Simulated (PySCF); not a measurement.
Correlation energy of Ge (germanium, neutral)

[Ar] 3d10 4s2 4p2, high-spin 3P determinant. All numbers are calculated (PySCF 2.14, the spin-free X2C one-electron Hamiltonian (Gaussian nucleus), in x2c-QZVPPall with one added diffuse shell each of s, p, d, f type (12s9p6d5f1g, 113 functions)). Frozen: [Ar] 3d10; 4 electrons correlated.

MP2 pair energies summed by pair of shells (mhartree):

```csv
pair,energy,share (%)
4s-4p,-32.34,60.3
4s-4s,-16.28,30.4
4p-4p,-5.01,9.3
```

Total MP2 correlation energy: -53.63 mhartree.

Same-spin part -9.13 and opposite-spin part -44.49 mhartree; SCS-MP2 scales them by 1/3 and 6/5 to -56.44 mhartree.
